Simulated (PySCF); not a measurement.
C6H13O (doublet state).
Structure used (GFN2-xTB), in Å, numbered top down from 1:
```
atom  x, y, z in Å
C1    -1.5578    0.4150    1.0498
C2    -0.4572    0.1041    0.0347
C3    -1.0336   -0.7382   -1.1024
C4     0.1094    1.4095   -0.5239
C5     0.6720   -0.6937    0.7652
C6     1.8273   -1.0728   -0.0674
O7     2.8855   -0.2224   -0.2695
H8    -2.3552    0.9881    0.5816
H9    -1.9851   -0.5033    1.4462
H10   -1.1651    0.9958    1.8820
H11   -1.8552   -0.2115   -1.5837
H12   -0.2718   -0.9417   -1.8503
H13   -1.4090   -1.6872   -0.7254
H14    0.9053    1.2085   -1.2372
H15    0.5038    2.0337    0.2769
H16   -0.6695    1.9705   -1.0361
H17    0.2171   -1.5992    1.1749
H18    1.0165   -0.0782    1.6041
H19    1.7980   -1.8747   -0.7795
H20    2.8193    0.5084    0.3568
```

The hyperfine couplings belong to this conformer and change with its torsions.

As a line formula: `CC(C[CH]O)(C)C` [radical].

Computed with UKS B3LYP, pcH-1 on C H O, non-relativistic, mean-field spin-orbit, GIAO (PySCF 2.14.0). Geometry: GFN2-xTB, one conformer, isolated molecule. A GFN2-xTB geometry isn't a minimum of the functional, and hyperfine couplings can be far from their values at a DFT geometry. Stability of the SCF solution: not tested.

Principal values of hyperfine tensors in MHz (contact and dipolar terms together), for some of the nuclei:

```csv
atom,isotope,A1,A2,A3
C6,13C,37.20,38.56,269.66
C2,13C,65.45,65.78,85.47
H19,1H,-93.97,-58.14,-20.48
H17,1H,30.05,31.60,45.96
C5,13C,-30.76,-30.20,-25.73
O7,17O,-87.16,11.03,13.71
H20,1H,-25.28,-20.54,10.47
H8,1H,2.99,3.71,6.14
```

(1) Give the isotropic coupling of each nucleus in MHz and in mT (g = 2.0031), and the anisotropic part.

(2) What spin density at the nucleus of O7 lies behind its contact coupling (g_N = -0.75752)?

(3) H18 (1H, g_N = 5.58569) isn't in the table. Its spin density at the nucleus is 0.005856 bohr⁻³. What is its contact coupling?

(4) Which nucleus of the table has the largest anisotropic coupling, and what is its form?

(5) In a single crystal, with the field along each principal axis of the tensor of C6 in turn, what first-order splitting does this nucleus give (isotropic g, quadrupole terms neglected)?

## Answers

(1) a_iso is a third of the trace, T = A − a_iso, and a(mT) = a(MHz)/(g × 13.996).

```
atom  a_iso (MHz)  a_iso (mT)      T1      T2      T3
  C6       115.14       4.107  -77.94  -76.58  154.52
  C2        72.23       2.576   -6.78   -6.45   13.23
 H19       -57.53      -2.052  -36.44   -0.61   37.05
 H17        35.87       1.279   -5.82   -4.27   10.09
  C5       -28.90      -1.031   -1.86   -1.30    3.17
  O7       -20.81      -0.742  -66.35   31.84   34.52
 H20       -11.78      -0.420  -13.50   -8.75   22.25
  H8         4.28       0.153   -1.29   -0.57    1.86
```

(2) a_FC = (2μ0/3) gₑ μB g_N μN ρ(0)/(2S·h) = 800.24 MHz × g_N × ρ(0)/(2S), with ρ in bohr⁻³. With a_FC = -20.81 MHz and 2S = 1, ρ(0) = 0.03433 bohr⁻³. The nuclear moment is negative, so coupling and spin density have opposite signs.

(3) By the same relation, a_FC = 26.2 MHz. Its full tensor has the principal values 20.96, 21.98, 35.59 MHz.

(4) C6: -77.9, -76.6, 154.5 MHz, axial, in the ratio −1:−1:+2, the form that spin in one p orbital centred on that nucleus gives.

(5) 2 lines (I = 1/2), spaced by |A_i|/(g × 13.996): 1.33, 1.38, 9.62 mT along the axes of A1, A2 and A3.

On an Intel Xeon 6975P-C with one thread, shared host with 192 logical CPUs at a one-minute load of 9.4, this took 51 s (grids of density and orbitals included) and 0.97 GiB of memory at its peak.
